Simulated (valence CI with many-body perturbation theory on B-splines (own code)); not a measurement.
## E1 transitions of Kr23+

Computed by configuration interaction combined with many-body perturbation theory (CI+MBPT): three valence electrons over a frozen Dirac-Fock core [Ne], radial functions for each j: 11 s, 11 p, 9 d, 7 f, 5 g, 2 h, 1 i, with the one-electron correlation potential Σ1, the two-electron term Σ2, the three-electron term Σ3, Breit, model QED; selected CI, second order for the rest (own B-spline code, finite nucleus).

No measured spectrum was set against this ion. As an estimate, levels of excited configurations hold to 0.05 to 0.15 % of their energy, terms of the ground configuration to about 0.5 %.

Lines 51 to 100 of 277 in falling wavelength, among levels below 2003200 cm⁻¹, chosen from the strongest by gf and those to the six lowest levels. Wavelengths and rates use the calculated energies, so an error of 500 cm⁻¹ moves a line at 18.20 nm by 0.091 % and its rate by three times that or more. Electric multipoles are in the length gauge, E1 and E2 with the static RPA response of the core. Weak lines are less certain than strong ones. Lines between different terms over intervals too small for the method are left out, as are lines whose strength nearly cancels. The highest levels of a list are the least certain.

Names give the largest LS component (configuration and term), which can be under half, so a name can repeat, a term be missing and a line seem to break the LS rules; names also repeat where a configuration has a term twice. Letters in brackets count levels of one name in rising energy.

| λ vac (nm) | Upper | Lower | A (s⁻¹) | S (a.u.) |
| --- | --- | --- | --- | --- |
| 18.20 | 3p³ ²D°_3/2 | 3s3p² ⁴P_5/2 | 1.14e+10 | 1.36e-01 |
| 18.19 | 3p²3d ⁴F_7/2 | 3s3p3d ⁴P°_5/2 | 1.15e+10 | 2.73e-01 |
| 18.06 | 3p²3d ⁴F_9/2 | 3s3p3d ⁴F°_9/2 | 1.65e+10 | 4.78e-01 |
| 17.98 | 3p²3d ⁴P_5/2 | 3s3p3d ⁴D°_7/2 | 1.24e+10 | 2.13e-01 |
| 17.91 | 3p²3d ⁴F_3/2 | 3s3p3d ⁴F°_3/2 | 1.07e+10 | 1.21e-01 |
| 17.83 | 3s3p² ²P_1/2 | 3s²3p ²P°_3/2 | 1.27e+09 | 7.12e-03 |
| 17.80 | 3s3p3d ⁴F°_3/2 | 3s3p² ²D_3/2 | 1.58e+09 | 1.75e-02 |
| 17.72 | 3p²3d ⁴D_7/2 | 3s3p3d ²F°_5/2 [a] | 2.76e+09 | 6.06e-02 |
| 17.71 | 3p²3d ⁴P_3/2 | 3s3p3d ⁴D°_5/2 | 1.17e+10 | 1.28e-01 |
| 17.63 | 3p²3d ²F_7/2 [a] | 3s3p3d ⁴F°_7/2 | 3.95e+09 | 8.55e-02 |
| 17.39 | 3p²3d ⁴D_7/2 | 3s3p3d ⁴D°_7/2 | 6.87e+09 | 1.43e-01 |
| 17.36 | 3p²3d ⁴F_5/2 | 3s3p3d ⁴F°_5/2 | 7.88e+09 | 1.22e-01 |
| 17.27 | 3s3p3d ²P°_3/2 [a] | 3s²3d ²D_3/2 | 5.99e+09 | 6.09e-02 |
| 17.25 | 3s3p² ²D_3/2 | 3s²3p ²P°_1/2 | 9.98e+09 | 1.01e-01 |
| 17.20 | 3s3p3d ⁴F°_5/2 | 3s3p² ²D_3/2 | 1.38e+08 | 2.09e-03 |
| 17.12 | 3p²3d ⁴F_7/2 | 3s3p3d ⁴F°_7/2 | 8.49e+09 | 1.68e-01 |
| 17.07 | 3p³ ²D°_3/2 | 3s3p² ⁴P_3/2 | 4.02e+09 | 3.95e-02 |
| 16.85 | 3p²3d ⁴P_1/2 | 3s3p3d ⁴P°_1/2 | 1.08e+10 | 5.10e-02 |
| 16.85 | 3p²3d ⁴P_1/2 | 3s3p3d ⁴P°_3/2 | 1.31e+10 | 6.17e-02 |
| 16.79 | 3p²3d ⁴F_5/2 | 3s3p3d ⁴F°_3/2 | 4.27e+09 | 5.98e-02 |
| 16.74 | 3p³ ²D°_5/2 | 3s3p² ⁴P_5/2 | 1.49e+09 | 2.07e-02 |
| 16.73 | 3p²3d ²G_9/2 | 3s3p3d ⁴D°_7/2 | 3.45e+09 | 7.96e-02 |
| 16.60 | 3p²3d ²D_5/2 | 3s3p3d ²D°_3/2 | 1.05e+10 | 1.42e-01 |
| 16.58 | 3p²3d ²F_7/2 [b] | 3s3p3d ²F°_7/2 [a] | 2.41e+10 | 4.33e-01 |
| 16.47 | 3p²3d ⁴F_9/2 | 3s3p3d ⁴F°_7/2 | 7.77e+09 | 1.71e-01 |
| 16.47 | 3p³ ⁴S°_3/2 | 3s3p² ⁴P_5/2 | 2.06e+10 | 1.81e-01 |
| 16.36 | 3s3p3d ²F°_7/2 [b] | 3s²3d ²D_5/2 | 5.53e+10 | 9.57e-01 |
| 16.29 | 3s3p3d ⁴P°_5/2 | 3s3p² ²D_5/2 | 3.57e+09 | 4.57e-02 |
| 16.28 | 3p²3d ²F_5/2 [b] | 3s3p3d ²D°_5/2 [a] | 9.63e+09 | 1.23e-01 |
| 16.28 | 3p²3d ⁴F_7/2 | 3s3p3d ⁴F°_5/2 | 5.47e+09 | 9.32e-02 |
| 16.23 | 3p²3d ²D_3/2 [a] | 3s3p3d ⁴P°_3/2 | 6.47e+09 | 5.46e-02 |
| 16.19 | 3p²3d ⁴D_5/2 | 3s3p3d ⁴F°_7/2 | 1.16e+10 | 1.46e-01 |
| 16.15 | 3p²3d ²D_5/2 | 3s3p3d ⁴D°_7/2 | 1.01e+10 | 1.26e-01 |
| 16.13 | 3p²3d ²D_5/2 | 3s3p3d ⁴D°_5/2 | 1.03e+10 | 1.28e-01 |
| 16.12 | 3p²3d ²D_3/2 [a] | 3s3p3d ⁴D°_5/2 | 8.48e+09 | 7.01e-02 |
| 16.08 | 3p²3d ⁴P_5/2 | 3s3p3d ⁴D°_3/2 | 4.85e+09 | 5.97e-02 |
| 16.08 | 3p²3d ²D_3/2 [b] | 3s3p3d ²F°_5/2 [a] | 2.69e+10 | 2.21e-01 |
| 16.06 | 3p³ ²P°_1/2 | 3s3p² ²D_3/2 | 3.26e+10 | 1.33e-01 |
| 16.03 | 3p²3d ⁴D_7/2 | 3s3p3d ⁴F°_9/2 | 1.25e+10 | 2.03e-01 |
| 16.02 | 3p²3d ²P_3/2 [a] | 3s3p3d ⁴F°_3/2 | 1.11e+10 | 9.02e-02 |
| 16.02 | 3p²3d ⁴P_5/2 | 3s3p3d ⁴P°_5/2 | 1.37e+10 | 1.67e-01 |
| 15.88 | 3p²3d ⁴P_3/2 | 3s3p3d ⁴D°_3/2 | 7.30e+09 | 5.77e-02 |
| 15.85 | 3s3p3d ²F°_5/2 [b] | 3s²3d ²D_3/2 | 5.50e+10 | 6.48e-01 |
| 15.78 | 3p³ ²D°_5/2 | 3s3p² ⁴P_3/2 | 6.16e+07 | 7.17e-04 |
| 15.78 | 3p²3d ⁴D_1/2 | 3s3p3d ⁴F°_3/2 | 2.46e+10 | 9.56e-02 |
| 15.71 | 3p³ ²P°_3/2 | 3s3p² ²D_5/2 | 1.95e+10 | 1.50e-01 |
| 15.68 | 3p³ ²D°_3/2 | 3s3p² ⁴P_1/2 | 5.63e+09 | 4.29e-02 |
| 15.62 | 3p²3d ²F_5/2 [b] | 3s3p3d ²D°_3/2 | 1.59e+10 | 1.79e-01 |
| 15.60 | 3s3p3d ⁴F°_3/2 | 3s3p² ⁴P_5/2 | 1.41e+08 | 1.06e-03 |
| 15.55 | 3p²3d ⁴D_7/2 | 3s3p3d ⁴P°_5/2 | 6.37e+09 | 9.46e-02 |
